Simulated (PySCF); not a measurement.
C₂H₇ClS₂Si. Atoms are numbered in the order given.

```xyz
13

Si     0.0026     0.4450     0.2026
Cl     0.5914     0.4368     2.2009
S      1.1656    -0.8854    -1.0081
C      2.6941     0.1243    -1.1852
S     -2.0283    -0.2180     0.1669
C     -2.3784     0.0387    -1.6237
H      0.1976     1.8476    -0.3050
H      3.3584    -0.4275    -1.8762
H      3.2028     0.2388    -0.2090
H      2.4731     1.1204    -1.6157
H     -2.3743     1.1153    -1.8823
H     -1.6491    -0.5050    -2.2536
H     -3.3911    -0.3701    -1.7994
```

Coordinates come from a PBE-D3(BJ)/def2-SVP optimisation. The values are those of a single conformer.

Computed with PySCF with HF/def2-TZVP.

ESP charges are fitted to the potential on shells at 1.4 to 2.0 van der Waals radii. Atomic charges (e):

```tsv
atom	ESP fit	Mulliken	meta-Löwdin	Löwdin
Si1	0.11	0.59	0.84	-0.44
Cl2	…	-0.30	-0.34	0.17
S3	-0.09	-0.23	-0.20	0.33
C4	…	-0.32	-0.33	-0.49
S5	-0.12	-0.21	-0.19	0.34
C6	…	-0.32	-0.33	-0.49
H7	…	-0.03	-0.14	-0.05
H8	0.22	0.14	0.12	0.11
H9	0.20	0.14	0.11	0.11
H10	0.19	0.13	0.11	0.10
H11	0.15	0.13	0.11	0.10
H12	0.14	0.14	0.12	0.10
H13	0.19	0.14	0.12	0.11
```

Problem. Some entries are withheld; supply them. (The exact figures need the calculation; the answer reports its results.)

Solution. 
- Cl2, ESP fit: -0.11
- C4, ESP fit: -0.53
- C6, ESP fit: -0.38
- H7, ESP fit: 0.03

Problem. Give the Mayer and Wiberg (Löwdin basis) orders of the bonds. (The exact figures need the calculation; the answer reports its results.)

Solution. 
| bond | Mayer | Wiberg |
|---|---|---|
| Si1–Cl2 | 1.05 | 1.75 |
| Si1–S3 | 1.15 | 1.51 |
| S3–C4 | 0.97 | 1.41 |
| Si1–S5 | 1.17 | 1.53 |
| S5–C6 | 0.96 | 1.40 |
| Si1–H7 | 0.94 | 0.93 |
| C4–H8 | 0.97 | 0.94 |
| C4–H9 | 0.97 | 0.95 |
| C4–H10 | 0.97 | 0.95 |
| C6–H11 | 0.97 | 0.95 |
| C6–H12 | 0.96 | 0.94 |
| C6–H13 | 0.97 | 0.94 |
